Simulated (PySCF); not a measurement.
**C2H3O4S: g tensor and hyperfine couplings**

Compound: C₂H₃O₄S (doublet state).
Numbering: `[CH2:1][S:2](=[O:3])(=[O:4])[O:5][CH:6]=[O:7]` (hydrogens: H8, H9 on C1; H10 on C6)

Cartesian coordinates in Å at the GFN2-xTB level; atoms count from 1:
```xyz
10
C2H3O4S angstrom
C     -1.0954    0.6755    0.3289
S     -0.7191   -0.8239   -0.4192
O     -1.0559   -1.9382    0.3940
O     -1.0106   -0.8261   -1.8090
O      1.0487   -0.8143   -0.3764
C      1.6281    0.2191    0.1190
O      1.0984    1.2014    0.5763
H     -1.3086    0.6738    1.3751
H     -1.3092    1.5102   -0.3019
H      2.7326    0.1274    0.0907
```

The hyperfine couplings belong to this conformer and change with its torsions.

Level of theory: UKS B3LYP, pcH-1 on C H O S, non-relativistic, mean-field spin-orbit, GIAO in PySCF 2.14.0. One conformer (not necessarily the lowest) at the GFN2-xTB geometry, without solvent, vibrations or thermal averaging. Couplings are sensitive to structure, and on GFN2-xTB geometries they can be far from those on DFT ones. No stability test was run, so a lower SCF solution isn't excluded.

| Quantity | Value |
| --- | --- |
| g1, g2, g3 | 2.00189, 2.00237, 2.00318 |
| g_iso | 2.00248 |
| Form of g | rhombic: the two nearest values differ by 38 % of g3 − g1 |
| ⟨S²⟩ | 0.7542 (exact 0.7500) |
| α and β electrons | 32, 31 |

Hyperfine couplings atom by atom, in MHz; T1 to T3 are the principal values of the dipolar part; ρ(0) is the spin density at the nucleus:

| atom | isotope | a_iso | of which spin–orbit | T1 | T2 | T3 | Mulliken spin population | ρ(0) (bohr⁻³) |
| --- | --- | --- | --- | --- | --- | --- | --- | --- |
| C1 | 13C | 115.4 | -0.2 | -74.0 | -73.2 | 147.2 | 0.86 | 0.1029 |
| S2 | 33S | -18.1 | 0.0 | -1.9 | 0.8 | 1.0 | 0.02 | -0.0528 |
| O3 | 17O | -4.3 | 0.0 | -9.4 | 4.1 | 5.3 | 0.02 | 0.0070 |
| O4 | 17O | -4.0 | 0.0 | -9.1 | 3.9 | 5.1 | 0.02 | 0.0065 |
| O5 | 17O | 4.8 | 0.0 | -11.7 | 5.5 | 6.2 | 0.02 | -0.0079 |
| C6 | 13C | -9.5 | 0.0 | -4.1 | 0.4 | 3.7 | -0.02 | -0.0085 |
| O7 | 17O | -75.5 | 0.0 | -52.9 | 24.4 | 28.5 | 0.13 | 0.1246 |
| H8 | 1H | -56.1 | 0.0 | -34.1 | -3.3 | 37.4 | -0.04 | -0.0126 |
| H9 | 1H | -55.8 | 0.0 | -34.1 | -3.4 | 37.5 | -0.04 | -0.0125 |
| H10 | 1H | 44.5 | 0.0 | -2.3 | -1.3 | 3.6 | 0.02 | 0.0100 |

The Mulliken spin populations are largest on C1 (+0.86) and O7 (+0.13). C1 is the only atom above +0.15. The angles at C1 add up to 358.6°, so it is planar; its axial dipolar tensor and the negative couplings of its protons fit spin in a p orbital normal to that plane.

Under fast tumbling the dipolar parts average out, and these isotropic splittings remain: 2 × 1H (H8/H9, I = 1/2, 3 lines) with 2.00 mT and 1 × 1H (H10, I = 1/2, 2 lines) with 1.59 mT.

Nuclei that the bonding pattern makes equivalent are averaged, as if the motion that swaps them (rotation, inversion, ring flip) were fast.

The 33S coupling of S2 (-18.1 MHz) shows only in satellite lines or after enrichment, since that isotope makes up about 0.76 % of natural sulfur.

The 17O coupling of O7 (-75.5 MHz) shows only in satellite lines or after enrichment, since that isotope makes up about 0.038 % of natural oxygen.
